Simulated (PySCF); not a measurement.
Ligand exchange on a metal centre used in film growth or etching (Zn NH2-CH3). Gas-phase values, no solvent. One relaxed conformer stands for each flexible species; it need not be the lowest.

Method: PBE-D3(BJ)/def2-TZVP // BP86-D3(BJ)/def2-SVP (PySCF). 

```json
[
 {"species": "0 of 2 NH2 replaced by CH3", "charge on the central atom (Mulliken) (e)": "0.35", "LUMO (eV)": "-1.22"},
 {"species": "1 of 2 NH2 replaced by CH3 ([Zn(NH2)(CH3)])", "charge on the central atom (Mulliken) (e)": "0.33", "LUMO (eV)": "-0.83"},
 {"species": "2 of 2 NH2 replaced by CH3", "charge on the central atom (Mulliken) (e)": "0.31", "LUMO (eV)": "-0.54"}
]
```
